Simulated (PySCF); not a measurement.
Stepwise substitution at one centre (Al H-CH3). All species are isolated molecules in the gas phase. Strings in code marks are SMILES.

Computed with B3LYP-D3(BJ)/def2-TZVP // M06-2X/def2-TZVP run with PySCF. All candidates: neutral, multiplicity 1. B3LYP has the VWN-RPA correlation part, as in Gaussian. Excitations are Tamm–Dancoff values on a coarser integration grid. The basis has no diffuse functions, so Rydberg states are missing or too high.

The HOMO–LUMO gap comes out as 6.35 eV, the LUMO comes out as -1.51 eV and the S1 excitation (TDA) is 5.17 eV.

Name which member has these values.
(A) `[CH3][Al]([CH3])[CH3]`
(B) `[CH3][AlH][CH3]`
(C) `[CH3][AlH2]`

C, `[CH3][AlH2]`. The others give `[CH3][AlH][CH3]`: 6.48 eV, -1.04 eV, 5.30 eV; `[CH3][Al]([CH3])[CH3]`: 6.74 eV, -0.57 eV, 5.55 eV
